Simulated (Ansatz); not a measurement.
One change: `CN[Si](N)(F)F` becomes `N[Si](F)(F)[SiH3]`.

Ansatz, PBE0-D4/def2-TZVP geometries, multiplicity 1. Each molecule was computed in one conformer, which needn't be the lowest.

| property | `CN[Si](N)(F)F` |
| --- | --- |
| HOMO energy (PBE0/def2-TZVPP) / eV | -7.31 |
| HOMO–LUMO gap (ωB97M-V/def2-TZVPP) / eV | 11.87 |
| HOMO–LUMO gap (PBE0/def2-TZVPP) / eV | 8.10 |
| HOMO–LUMO gap (B3LYP/def2-TZVPP) / eV | 7.49 |
| HOMO energy (ωB97M-V/def2-TZVPP) / eV | -9.68 |
| HOMO energy (PBE/def2-TZVPP) / eV | -5.86 |

(1) What does the change do to each property? (Estimate.)

Answers

(1) The calculation gave: 
| property | `N[Si](F)(F)[SiH3]` | shift |
| --- | --- | --- |
| HOMO energy (PBE0/def2-TZVPP) / eV | -8.20 | -0.89 |
| HOMO–LUMO gap (ωB97M-V/def2-TZVPP) / eV | 12.16 | 0.29 |
| HOMO–LUMO gap (PBE0/def2-TZVPP) / eV | 8.11 | 0.01 |
| HOMO–LUMO gap (B3LYP/def2-TZVPP) / eV | 7.67 | 0.18 |
| HOMO energy (ωB97M-V/def2-TZVPP) / eV | -10.48 | -0.80 |
| HOMO energy (PBE/def2-TZVPP) / eV | -6.75 | -0.89 |

B3LYP here is the variant with VWN-RPA as its local correlation; programs differ in this.
